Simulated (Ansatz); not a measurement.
Coupled-cluster diagnostics for ZnCl3⁻ (the lowest singlet isomer of a short search), Ansatz.

Geometry of the singlet (PBE-D4/def2-SVPD):

```xyz
4

Zn    0.000    0.000    0.000
Cl   -0.089    1.570   -1.598
Cl   -1.721   -1.408    0.285
Cl    1.810   -0.161    1.313
```

Correlated methods freeze 24 core orbitals. The structure comes from a short search, and lower isomers may exist.

**Question.** Estimate the CCSD(T) correlation energy, the shares of MP2 and (T), T1 and the reference's ⟨S²⟩ for: charge -1, singlet, own geometry in def2-TZVPD; and the rough time on 4 threads of Intel Xeon on a shared host.

**Answer.** 
```
                           state       basis  correlation (eV)  MP2 share (%)  (T) share (%)     T1  ⟨S²⟩ (pure)  wall time
charge -1, singlet, own geometry  def2-TZVPD           -28.079           95.4            3.5  0.011  0.00 (0.00)       26 s
```
Customary marks for T1 are 0.02 (closed shells), 0.045 (open shells) and about 0.05 (3d metals). T1 stays under 0.02 throughout.
